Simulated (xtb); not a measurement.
OY, doublet, geometry from GFN2-xTB (such geometries of metal compounds can be far from the true shape); GFN2-xTB (xtb).

xtb was given this input:
```
$ xtb mol.xyz --gfn 2 --uhf 1 --opt --json

# file mol.xyz
2

Y     -0.00000000    -0.00000000    -0.32092405
O      0.00000000     0.00000000     1.56450476
```

Output, abridged:

```
   ID    Z sym.   atoms
    1   39 Y      1
    2    8 O      2

           -------------------------------------------------
          |                Calculation Setup                |
           -------------------------------------------------

           -------------------------------------------------
          |                 G F N 2 - x T B                 |
           -------------------------------------------------

          ...................................................
          :                      SETUP                      :
          :.................................................:
          :  # basis functions                  14          :
          :  # atomic orbitals                  13          :
          :  # shells                            5          :
          :  # electrons                         9          :
          :  max. iterations                   250          :
          :  Hamiltonian                  GFN2-xTB          :
          :  restarted?                      false          :
          :  GBSA solvation                  false          :
          :  PC potential                    false          :
          :  electronic temp.          300.0000000     K    :
          :  accuracy                    1.0000000          :
          :  -> integral cutoff          0.2500000E+02      :
          :  -> integral neglect         0.1000000E-07      :
          :  -> SCF convergence          0.1000000E-05 Eh   :
          :  -> wf. convergence          0.1000000E-03 e    :
          :  Broyden damping             0.4000000          :
          :  net charge                          0          :
          :  unpaired electrons                  1          :
          ...................................................

 iter      E             dE          RMSdq      gap      omega  full diag
   1      2.8181511  0.281815E+01  0.517E+01    0.00       0.0  T
   2     -3.9512398 -0.676939E+01  0.277E+01    0.00       1.0  T
   3     -4.4426770 -0.491437E+00  0.224E+01    1.31       1.0  T
   4     -4.6136262 -0.170949E+00  0.198E+01    2.09       1.0  T
   5     -4.6045120  0.911418E-02  0.199E+01    2.07       1.0  T
   6     -5.0146034 -0.410091E+00  0.116E+01    2.14       1.0  T
   7     -5.1468193 -0.132216E+00  0.713E+00    1.76       1.0  T
   8      0.5256671  0.567249E+01  0.539E+01    0.00       1.0  T
   9     -0.6468800 -0.117255E+01  0.432E+01    0.01       1.0  T
  10     -0.5714283  0.754516E-01  0.434E+01    0.02       1.0  T
  11      0.4784226  0.104985E+01  0.533E+01    0.00       1.0  T
  12      0.6715530  0.193130E+00  0.555E+01    0.00       1.0  T
  13      0.1101292 -0.561424E+00  0.494E+01    0.02       1.0  T
  14     -0.8503000 -0.960429E+00  0.403E+01    0.01       1.0  T
  15     -1.1819127 -0.331613E+00  0.391E+01    0.03       1.0  T
  16     -2.3528300 -0.117092E+01  0.362E+01    0.11       1.0  T
  17     -5.1921303 -0.283930E+01  0.129E+01    1.61       1.0  T
  18     -5.1671018  0.250285E-01  0.126E+01    0.63       1.0  T
  19     -5.2199259 -0.528241E-01  0.134E+01    0.98       1.0  T
  20     -5.1959564  0.239695E-01  0.104E+01    0.72       1.0  T
  21     -5.2021347 -0.617823E-02  0.958E+00    0.76       1.0  T
  22     -5.2213350 -0.192003E-01  0.540E+00    1.20       1.0  T
  23     -5.2227537 -0.141873E-02  0.410E+00    1.09       1.0  T
  24     -5.2220913  0.662339E-03  0.431E+00    1.18       1.0  T
  25     -5.2199406  0.215071E-02  0.445E+00    1.27       1.0  T
  26     -5.2177526  0.218801E-02  0.452E+00    1.32       1.0  T
  27     -5.2161654  0.158720E-02  0.445E+00    1.36       1.0  T
  28     -5.2154319  0.733546E-03  0.420E+00    1.37       1.0  T
  29     -5.2152947  0.137128E-03  0.394E+00    1.37       1.0  T
  30     -5.2152830  0.117564E-04  0.382E+00    1.37       1.0  T
  31     -5.2153396 -0.566572E-04  0.385E+00    1.37       1.0  T
  32     -5.2167491 -0.140950E-02  0.377E+00    1.34       1.0  T
[...]
         :: total energy              -5.215921723508 Eh    ::
 * total energy  :    -5.2159217 Eh     change       -0.1139533E-11 Eh
   *** GEOMETRY OPTIMIZATION CONVERGED AFTER 1 ITERATIONS ***
         :: total energy              -5.215921723509 Eh    ::
[...]
         :: gradient norm              0.000000294670 Eh/a0 ::
         :: HOMO-LUMO gap              1.123176543699 eV    ::
         ::.................................................::
         :: SCC energy                -5.222794108383 Eh    ::
         :: -> isotropic ES            0.024367095339 Eh    ::
         :: -> anisotropic ES          0.007687082288 Eh    ::
         :: -> anisotropic XC         -0.001499932208 Eh    ::
         :: -> dispersion             -0.000903573062 Eh    ::
         :: repulsion energy           0.006872384874 Eh    ::
         :: add. restraining           0.000000000000 Eh    ::
         :: total charge              -0.000000000352 e     ::
         :::::::::::::::::::::::::::::::::::::::::::::::::::::

           -------------------------------------------------
          |                Property Printout                |
           -------------------------------------------------

    * Orbital Energies and Occupations

         #    Occupation            Energy/Eh            Energy/eV
      -------------------------------------------------------------
         1        2.0000           -0.6543599             -17.8060
         2        2.0000           -0.4837245             -13.1628
         3        2.0000           -0.3967543             -10.7962
         4        2.0000           -0.3967543             -10.7962
         5        1.0000           -0.3496622              -9.5148 (HOMO)
         6                         -0.3083862              -8.3916 (LUMO)
         7                         -0.3083862              -8.3916
         8                         -0.3021722              -8.2225
         9                         -0.3021722              -8.2225
        10                         -0.2662461              -7.2449
        11                         -0.0104502              -0.2844
        12                         -0.0104502              -0.2844
        13                          0.2659091               7.2358
      -------------------------------------------------------------
                  HL-Gap            0.0412760 Eh            1.1232 eV
             Fermi-level           -0.3511165 Eh           -9.5544 eV

     #   Z          covCN         q      C6AA      α(0)
     1  39 Y        0.689     0.501  2102.982   145.971
     2   8 O        0.689    -0.501    23.886     6.548

 Mol. C6AA /au·bohr⁶  :       2465.689029
 Mol. C8AA /au·bohr⁸  :     422460.349136
 Mol. α(0) /au        :        152.519305

Wiberg/Mayer (AO) data.
largest (>0.10) Wiberg bond orders for each atom

 ---------------------------------------------------------------------------
     #   Z sym  total        # sym  WBO       # sym  WBO       # sym  WBO
 ---------------------------------------------------------------------------
     1  39 Y    1.599 --     2 O    1.599
     2   8 O    1.599 --     1 Y    1.599
 ---------------------------------------------------------------------------

Topologies differ in total number of bonds
Writing topology from bond orders to xtbtopo.mol

molecular dipole:
                 x           y           z       tot (Debye)
 q only:        0.000       0.000      -1.785
   full:       -0.000       0.000      -2.199       5.588
molecular quadrupole (traceless):
                xx          xy          yy          xz          yz          zz
 q only:        2.097       0.000       2.097       0.000       0.000      -4.194
  q+dip:        2.335       0.000       2.335      -0.000      -0.000      -4.669
   full:        3.312       0.000       3.312      -0.000      -0.000      -6.624

optimized geometry written to: xtbopt.xyz

           -------------------------------------------------
          | TOTAL ENERGY               -5.215921723509 Eh   |
          | GRADIENT NORM               0.000000294670 Eh/α |
          | HOMO-LUMO GAP               1.123176543699 eV   |
           -------------------------------------------------
```
